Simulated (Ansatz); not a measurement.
System: SiH2Cl, charge 1, singlet. SiH2Cl+ (parent SMILES [SiH2]Cl, singlet).
B3LYP-D3(BJ)/def2-TZVP minimum from Ansatz (an electronic-structure program):
```xyz
4

Si    -0.9627     0.0164    -0.0597
Cl     0.9876    -0.0168     0.0612
H     -1.6346     1.3189    -0.0864
H     -1.6766    -1.2626    -0.1189
```
Charge +1, spin multiplicity 1.

Total energies in aug-cc-pV(T+d)Z, 12 correlated electrons, 10 frozen orbitals. UHF or UKS for unpaired electrons; spin-orbit terms are left out. Correlated methods leave the cores frozen. No relativity. The spin of H2ClSi+ (parent SMILES [SiH2]Cl, singlet) was assumed, and the state is the lowest solution found for it.

| method | program | energy (Eh) | minus CCSDT(Q) (mEh) |
|---|---|---|---|
| HF | Ansatz | -749.36563 | 336.67 |
| MP2 | Ansatz | -749.65569 | 46.62 |
| CCSD | Ansatz | -749.68751 | 14.80 |
| CCSD(T) | Ansatz | -749.70067 | 1.64 |
| CCSDT(Q) | Ansatz | -749.70231 | 0.00 |

Rough core times of Ansatz's runs on a shared machine: CCSD(T) under 20 s, CCSDT(Q) 20 min.
